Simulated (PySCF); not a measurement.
## As⁺: excitation energy

As⁺ [Ar] 3d10 4s2 4p2 (3P) → As⁺ [Ar] 3d10 4s2 4p1 4d1 (high-spin determinant), as a difference of total energies. All numbers are calculated (PySCF 2.14, the spin-free X2C one-electron Hamiltonian (Gaussian nucleus), in dyall-av3z (24s17p11d2f, 144 functions)). Correlated levels: valence: [Ar] 3d10 frozen; virtual orbitals above 40 to 60 times the deepest correlated orbital energy dropped. The calculations carry no spin-orbit coupling.

```json
{"method": "UHF", "excitation energy (eV)": "11.264"}
{"method": "LDA", "excitation energy (eV)": "10.702"}
{"method": "PBE", "excitation energy (eV)": "10.523"}
{"method": "PBE0", "excitation energy (eV)": "10.818"}
{"method": "r2SCAN", "excitation energy (eV)": "11.035"}
{"method": "MP2 (valence)", "excitation energy (eV)": "11.135"}
{"method": "SCS-MP2 (valence)", "excitation energy (eV)": "11.123"}
```

Question: How much does correlation contribute at MP2 (valence)?

Answer: 11.135 − (11.264) = -0.129 eV, measured against UHF.

A first-order spin-orbit estimate (lowest level to lowest level, LS coupling) adds 0.042 eV.

The promoted electron is Rydberg-like, and one or two diffuse shells describe it only roughly, which tends to raise the upper state.

The determinant of the upper state mixes LS terms, which raises its energy above the lowest term, most at the Hartree-Fock and MP2 levels.
